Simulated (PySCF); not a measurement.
# Atomic charges by several schemes

Compound: C6H13FOSi2.
Structure used (GFN2-xTB), in Å, numbered top down from 1:
```xyz
23
C6H13FOSi2 angstrom
C      2.6660   -1.2044    0.5664
Si     2.2630    0.6215    0.2480
C      0.5967    0.7484   -0.6881
C     -0.6183    1.0424    0.1881
C     -0.8184   -0.0387    1.2510
C     -1.2739   -1.3048    0.5642
O     -0.9834   -2.4185    0.9268
Si    -2.3708   -0.7851   -0.9399
C     -1.8850    1.0586   -0.6776
F     -2.9121    1.6901    0.0249
H      2.9616   -1.7020   -0.3535
H      3.4875   -1.3074    1.2686
H      1.8180   -1.7520    0.9687
H      3.3078    1.2303   -0.5861
H      2.1723    1.3763    1.5057
H      0.4160   -0.1872   -1.2250
H      0.6694    1.5298   -1.4465
H     -0.4956    2.0187    0.6686
H     -1.6393    0.2593    1.9121
H      0.0680   -0.2034    1.8632
H     -3.7917   -0.9926   -0.6926
H     -1.9005   -1.3186   -2.2153
H     -1.7417    1.6661   -1.5757
```

Density: PBE0/pcSseg-1 (PySCF); schemes: Mulliken, IAO, Hirshfeld and ESP-fitted. The structure is a single GFN2-xTB conformer in the gas phase; no vibrational or solvent corrections.

Q: Tabulate the Mulliken, IAO, Hirshfeld and ESP-fitted charges.

A: In e:

| atom | environment | Mulliken | IAO | Hirshfeld | ESP-fitted |
| --- | --- | --- | --- | --- | --- |
| C1 | Si-methyl carbon | -0.639 | -0.718 | -0.212 | -0.585 |
| Si2 | SiH2 silicon | +0.635 | +0.757 | +0.351 | +0.667 |
| C3 | sp3 carbon bound to silicon | -0.486 | -0.540 | -0.156 | -0.476 |
| C4 | sp3 CH carbon | -0.349 | -0.107 | -0.035 | +0.058 |
| C5 | sp3 carbon next to a carbonyl | -0.171 | -0.320 | -0.086 | -0.410 |
| C6 | carbonyl carbon | +0.006 | +0.152 | +0.086 | +0.486 |
| O7 | carbonyl oxygen | -0.340 | -0.379 | -0.223 | -0.465 |
| Si8 | SiH2 silicon | +0.574 | +0.642 | +0.325 | +0.206 |
| C9 | sp3 C–F carbon | +0.011 | -0.086 | -0.026 | +0.057 |
| F10 | alkyl fluorine | -0.342 | -0.335 | -0.122 | -0.259 |
| H11 | methyl hydrogen | +0.141 | +0.158 | +0.044 | +0.144 |
| H12 | methyl hydrogen | +0.142 | +0.159 | +0.043 | +0.135 |
| H13 | methyl hydrogen | +0.161 | +0.163 | +0.038 | +0.155 |
| H14 | Si–H hydrogen | -0.080 | -0.124 | -0.083 | -0.164 |
| H15 | Si–H hydrogen | -0.070 | -0.130 | -0.080 | -0.159 |
| H16 | methylene hydrogen | +0.154 | +0.134 | +0.034 | +0.120 |
| H17 | methylene hydrogen | +0.149 | +0.149 | +0.040 | +0.114 |
| H18 | methine hydrogen | +0.142 | +0.146 | +0.042 | +0.086 |
| H19 | methylene hydrogen | +0.165 | +0.171 | +0.056 | +0.152 |
| H20 | methylene hydrogen | +0.155 | +0.151 | +0.047 | +0.138 |
| H21 | Si–H hydrogen | -0.037 | -0.083 | -0.058 | -0.031 |
| H22 | Si–H hydrogen | -0.043 | -0.100 | -0.063 | -0.055 |
| H23 | methine hydrogen | +0.121 | +0.141 | +0.037 | +0.086 |

Mean size of the charges over all atoms: IAO 0.254 e, ESP-fitted 0.226 e, Mulliken 0.222 e, Hirshfeld 0.099 e. Each set sums to the total charge, 0, to within 0.001 e. The IAO scheme counts the electrons in orthogonalised intrinsic atomic orbitals, a minimal basis polarised so that it spans the occupied orbitals exactly. The Hirshfeld scheme divides the density at each point in proportion to the densities of the neutral, spherically averaged free atoms.

Lowest charge. The schemes don't all agree: Mulliken C1 (-0.639); IAO C1 (-0.718); Hirshfeld O7 (-0.223); ESP-fitted C1 (-0.585).

Highest charge. All schemes agree: Mulliken Si2 (+0.635); IAO Si2 (+0.757); Hirshfeld Si2 (+0.351); ESP-fitted Si2 (+0.667).

Q: How many electrons does the ESP-fitted scheme count on F10?

A: Z − q = 9 − (-0.259) = 9.259.

Q: How closely do the schemes follow one another over all atoms?

A: Correlation coefficient and root-mean-square difference: Mulliken with IAO 0.97, 0.082 e; IAO with Hirshfeld 0.96, 0.200 e; Mulliken with Hirshfeld 0.93, 0.176 e; IAO with ESP-fitted 0.91, 0.135 e; Hirshfeld with ESP-fitted 0.87, 0.186 e; Mulliken with ESP-fitted 0.84, 0.167 e.

Q: Sum the charges by element, for elements with more than one atom.

A: 
```csv
element,atoms,Mulliken,IAO,Hirshfeld,ESP-fitted
C,6,-1.628,-1.619,-0.429,-0.869
Si,2,+1.209,+1.399,+0.676,+0.872
H,13,+1.101,+0.935,+0.100,+0.721
```

The run behind these numbers computed NMR shieldings as well. Hardware: one thread, Arm Neoverse N1 (aarch64), no GPU (shared host). Cost: 2.1 min wall, 1.2 GiB resident at most.
